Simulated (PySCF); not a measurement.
In(H)(Me)(OH) (CH₅InO), SMILES [CH3][InH][OH].

Coordinates come from a B3LYP-D3(BJ)/def2-SVP optimisation. The def2 effective core potentials stand for the cores of In; spin–orbit coupling is left out. The values are those of a single conformer.

Method: IEF-PCM-M06-2X/def2-SVP run with PySCF.

The values are the electrostatic part of the solvation free energy, E(continuum) − E(gas) at the gas-phase geometry, in a cavity of scaled van der Waals radii (PySCF's table); cavitation and dispersion terms are not included. A continuum can't describe solvent molecules that bind to the metal. In vacuum the orbital gap is 8.35 eV. The dipole moment in vacuum is 1.88 D.

Task: Estimate the values in water (ε = 78.36), N,N-dimethylformamide (ε = 37.22), diethylether (ε = 4.24). (Estimate from the structure and the level; the computed values follow.)

Result: 
| solvent | ε | ΔG(elec) (kcal/mol) | dipole (D) | gap (eV) |
|---|---|---|---|---|
| water | 78.36 | -8.1 | 2.39 | 8.61 |
| N,N-dimethylformamide | 37.22 | -7.9 | 2.37 | 8.60 |
| diethylether | 4.24 | -5.4 | 2.21 | 8.52 |
